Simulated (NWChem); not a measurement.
System: C3H8As, doublet; SMILES C[C](C)[AsH2]

NWChem input:

```
start job
memory heap 200 mb stack 900 mb global 1100 mb
geometry units angstroms noautoz
  C     -0.059400    -1.641697     1.280713
  C      0.109720    -0.897090     0.000000
  C     -0.059400    -1.641697    -1.280713
  As    -0.036922     1.025051     0.000000
  H     -1.110553    -1.955773     1.445433
  H      0.539736    -2.570127     1.273154
  H      0.244461    -1.054582     2.160920
  H      0.539736    -2.570127    -1.273154
  H     -1.110553    -1.955773    -1.445433
  H      0.244461    -1.054582    -2.160920
  H      0.977186     1.276118    -1.113674
  H      0.977186     1.276118     1.113674
end
basis spherical
  C library pcseg-1
  As library pcseg-1
  H library pcseg-1
end
dft
  odft
  mult 2
  xc hfexch
  iterations 150
  mulliken
end
task dft energy
```

In the optimisation the excess spin sits in a' (Cs, its own frame). The geometry was optimised at PBE0/def2-SVP, spin-unrestricted. No stability test was run on the SCF state.

Q: Predict the main results of this run. (UHF/pcseg-1.) Quantities: basis functions; energy (Ha); highest occupied level (eV); lowest empty minus highest occupied level, either spin (eV); dipole (D); <S²>.

A: 
- number of basis functions = 109
- energy (Ha) = -2352.08
- highest occupied level (eV) = -8.21
- lowest empty minus highest occupied level, either spin (eV) = 11.29
- dipole (D) = 1.06
- <S²> = 0.768
